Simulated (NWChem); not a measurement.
# BeCl, doublet; SMILES [Be][Cl]

```xyz
2

Be     0.0000     0.0000    -1.4690
Cl     0.0000     0.0000     0.3691
```
Atoms are numbered in this order, from 1.

Structure relaxed at the PBE0/def2-SVP, spin-unrestricted level. The spin multiplicity was typed, not searched, and may not be the lowest. No stability test was run on the SCF state.

Task: List the 4 lowest vertical excitations from CAM-B3LYP/6-31+G* (spherical d), spin-unrestricted, TDA (NWChem).

Result: 
| state | energy (eV) | oscillator strength | <S²> |
|---|---|---|---|
| state 1 | 3.57 | 0.107 | 0.75 |
| state 2 | 3.57 | 0.107 | 0.75 |
| state 3 | 5.70 | 0.030 | 0.84 |
| state 4 | 5.70 | 0.030 | 0.84 |
